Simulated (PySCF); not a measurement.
C3H7NSi, SMILES CC1=NC[SiH2]1.

Geometry: B3LYP-D3(BJ)/def2-SVP. This is a generated structure with no PubChem entry under its InChIKey; it may be hypothetical.

Two levels are set side by side: PBE/def2-TZVP (PySCF) and HF/def2-TZVP (PySCF). Same geometry, gas phase. Differences are taken from unrounded values.

| quantity | HF |
|---|---|
| orbital gap (eV) | 12.67 |
| highest occupied level (eV) | -10.00 |
| lowest empty level (eV) | 2.67 |
| dipole moment (D) | 1.98 |
| mean polarisability (bohr³) | 63.9 |

Q: What does PBE give, and how far is it from HF? (Estimate from the structure and the level; the computed values follow.)

A: 
```json
[
 {"quantity": "orbital gap (eV)", "PBE": "3.81", "PBE minus HF": "-8.86"},
 {"quantity": "highest occupied level (eV)", "PBE": "-5.41", "PBE minus HF": "4.60"},
 {"quantity": "lowest empty level (eV)", "PBE": "-1.60", "PBE minus HF": "-4.26"},
 {"quantity": "dipole moment (D)", "PBE": "1.41", "PBE minus HF": "-0.57"},
 {"quantity": "mean polarisability (bohr³)", "PBE": "71.0", "PBE minus HF": "7.0"}
]
```

Without exact exchange PBE keeps part of each electron's self-repulsion, which lifts occupied levels and narrows the gap. Loosely held outer electrons make PBE densities more polarisable. Differences between two approximate levels are no errors against the true value.

Rough cost on one machine, each run with all the roots and properties that it gave: HF against PBE about 1/4.
